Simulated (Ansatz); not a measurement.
Basis-set series for `CCCCCC(C#N)C#N`. The species carries charge 0 and has multiplicity 1. The structure was optimised at the PBE0-D4/def2-TZVP level. It is one conformer, not always the lowest.

| functional | basis | functions | energy (Eh) | HOMO (eV) | LUMO (eV) |
| --- | --- | --- | --- | --- | --- |
| PBE0-D4 | def2-SVP | 200 | -420.74522 | -9.28 | -0.13 |
| PBE0-D4 | def2-TZVPP | 478 | -421.20635 | -9.31 | -0.32 |
| ωB97M-V | def2-SVP | 200 | -421.04330 | -11.55 | 2.11 |
| ωB97M-V | def2-TZVPP | 478 | -421.52743 | -11.59 | 1.60 |

(1) Give the rows for def2-QZVPP. (Estimate.)

Answers

(1) Computed: 
```
functional       basis  functions  energy (Eh)  HOMO (eV)  LUMO (eV)
   PBE0-D4  def2-QZVPP        930   -421.22878      -9.32      -0.38
   ωB97M-V  def2-QZVPP        930   -421.54866     -11.60       1.07
```

Positive LUMOs are unbound and depend on the basis.
